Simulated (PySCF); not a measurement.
F2GeH4OSi, SMILES [GeH3][O][SiH](F)F. Coordinates come from a PBE-D3(BJ)/def2-SVP optimisation. The structure was generated by enumeration, and PubChem lists no compound with its InChIKey, so it may never have been made. One conformer was computed; it need not be the lowest.

Computed equilibrium geometry at PBE-D3(BJ)/def2-SVP (PySCF confirms it by a frequency run) as bond lengths and angles (one conformer of several):
Atoms: Si1 F2 F3 O4 Ge5 H6 H7 H8 H9. Bonded distances (Å): Si1–F2 1.630, Si1–F3 1.626, Si1–O4 1.639, Si1–H6 1.482, O4–Ge5 1.818, Ge5–H7 1.548, Ge5–H8 1.544, Ge5–H9 1.549. Bond angles (°): F2–Si1–F3 105.7, F2–Si1–O4 109.4, F2–Si1–H6 110.3, F3–Si1–O4 111.1, F3–Si1–H6 109.2, O4–Si1–H6 111.0, Si1–O4–Ge5 130.8, O4–Ge5–H7 107.4, O4–Ge5–H8 104.5, O4–Ge5–H9 108.5, H7–Ge5–H8 112.2, H7–Ge5–H9 111.7, H8–Ge5–H9 112.2.
